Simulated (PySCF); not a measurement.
State search for Tl2

Unrestricted PBE0; basis Tl def2-SVPD with ECP60; scalar-relativistic core potentials; PySCF 2.14. Outer shells of the fragments: Tl 5d10 6s2 6p1; Tl 5d10 6s2 6p1.

Followed along the bond (rough minima from three points):

```
2Ms+1  unpaired  ⟨S²⟩ at the start  R at minimum (Å)  Te (eV)
    3  σ ↑, π ↑               2.00              3.15     0.00
    1  σ ↑, π ↓               1.01              3.15     0.19
    3      π ↑↑               2.00              2.91     0.28
    1      none               0.00              3.41     0.33
    1      π ↑↓               1.00              2.92     0.45
```

Solutions found at the starting distance of 2.860 Å, counted from the lowest of them; the search is not exhaustive and high or unbound solutions are not listed, so other states can lie among these:

| 2Ms+1 | unpaired | term | E (eV) | ⟨S²⟩ | ⟨Lz²⟩ |
| --- | --- | --- | --- | --- | --- |
| 3 | σ ↑, π ↑ | ³Π | 0.00 | 2.00 | 1.00 |
| 3 | π ↑↑ | ³Σ⁻ | 0.15 | 2.00 | 0.00 |
| 1 | σ ↑, π ↓ | mixed | 0.18 | 1.01 | 1.00 |
| 1 | π ↑↓ | mixed | 0.32 | 1.00 | 2.01 |
| 1 | none | ¹Σ⁺ | 0.68 | 0.00 | 0.00 |
| 1 | none | mixed | 0.75 | 0.00 | 2.00 |
| 3 | π ↑↑ | mixed | 1.76 | 2.00 | 2.01 |
| 3 | σ ↑↑ | ³Σ⁺ | 3.26 | 2.00 | 0.00 |
| 3 | σ ↑, δ ↑ | ³Δ | 4.27 | 2.00 | 4.00 |
| 1 | σ ↑, δ ↓ | mixed | 4.29 | 1.00 | 4.00 |
| 3 | σ ↑↑, π ↑↓ | mixed | 4.99 | 3.00 | 2.01 |
| 3 | σ ↑↑ | mixed | 5.42 | 2.00 | 2.00 |

A term symbol is given only where ⟨S²⟩ and ⟨Lz²⟩ are close to those of a pure state; real π, δ and φ orbitals otherwise mix terms, and g/u labels are left off.

These are scalar-relativistic numbers at best; spin–orbit coupling would shift them, the dissociation energy most.
